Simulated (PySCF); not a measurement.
**[Dy(P5)2]+ at several levels of theory**

Computed with PySCF 2.14.0 (density fitting, no spin-orbit coupling) at the geometry relaxed with B3LYP:

```xyz
11
[Dy(P5)2]+ (singlet in the valence; each metal's 4f electrons, 9 of them, lie in its core potential, out of spins and levels)
Dy    0.0000    0.0000    0.0000
P     0.0000    1.8292    2.4653
P    -1.7397    0.5652    2.4653
P    -1.0752   -1.4799    2.4653
P     1.0752   -1.4798    2.4653
P     1.7397    0.5653    2.4653
P     0.0000   -1.8292   -2.4653
P    -1.7397   -0.5653   -2.4653
P    -1.0752    1.4798   -2.4653
P     1.0752    1.4799   -2.4653
P     1.7397   -0.5652   -2.4653
```

```json
{"level": "B3LYP", "basis": "Dy lcecp-1-SVP with ECP55, P def2-SVP", "state": "singlet", "HOMO (eV)": "-10.96", "gap (eV)": "2.60", "charge on Dy1 (e)": "0.74", "population of f-type functions on Dy1 (polarisation alone where 4f lies in the core)": "0.02", "dipole about the centre of mass (D)": "0.00", "largest force component (eV/Å)": "0.01"}
{"level": "HF", "basis": "the same", "state": "singlet", "HOMO (eV)": "-13.49", "gap (eV)": "7.99", "charge on Dy1 (e)": "1.15", "population of f-type functions on Dy1 (polarisation alone where 4f lies in the core)": "0.02", "dipole about the centre of mass (D)": "0.00", "largest force component (eV/Å)": "0.64"}
{"level": "PBE0", "basis": "the same", "state": "singlet", "HOMO (eV)": "-11.30", "gap (eV)": "2.97", "charge on Dy1 (e)": "0.96", "population of f-type functions on Dy1 (polarisation alone where 4f lies in the core)": "0.02", "dipole about the centre of mass (D)": "0.00", "largest force component (eV/Å)": "0.38"}
{"level": "TPSS", "basis": "the same", "state": "singlet", "HOMO (eV)": "-10.37", "gap (eV)": "1.43", "charge on Dy1 (e)": "1.04", "population of f-type functions on Dy1 (polarisation alone where 4f lies in the core)": "0.02", "dipole about the centre of mass (D)": "0.00", "largest force component (eV/Å)": "0.05"}
{"level": "B3LYP", "basis": "Dy lcecp-1-TZVP with ECP55, P def2-TZVP", "state": "singlet", "HOMO (eV)": "-10.75", "gap (eV)": "2.58", "charge on Dy1 (e)": "1.09", "population of f-type functions on Dy1 (polarisation alone where 4f lies in the core)": "0.03", "dipole about the centre of mass (D)": "0.00", "largest force component (eV/Å)": "0.33"}
```

In the lcecp rows the 4f levels are missing from HOMO and gap, and the state counts the valence alone.

Charges are Mulliken's, which hang on the basis. The relaxation used the grid (50, 194), these runs (75, 302) or, all-electron (x2c bases, spin-free X2C Hamiltonian), (99, 590).

Problem. What does wB97X with Dy lcecp-1-SVP with ECP55, P def2-SVP give here?

Solution. state singlet, HOMO (eV) -13.45, gap (eV) 6.89, charge on Dy1 (e) 0.80, population of f-type functions on Dy1 (polarisation alone where 4f lies in the core) 0.03, dipole about the centre of mass (D) 0.00, largest force component (eV/Å) 0.82. Time: 41 s on 4 threads of Arm Neoverse V1, on a shared host, from an already converged density.

In the first row's basis the gap widens with exact exchange: 1.4 eV for TPSS (none); 2.6 to 3.0 eV for B3LYP, PBE0 (a fixed share); 6.9 to 8.0 eV for wB97X, Hartree–Fock (rising or full at long range).

No frequency check is given that shows the relaxed geometry to be a minimum. An lcecp potential fixes the number of 4f electrons, so in runs with it no electron can move into or out of that shell.
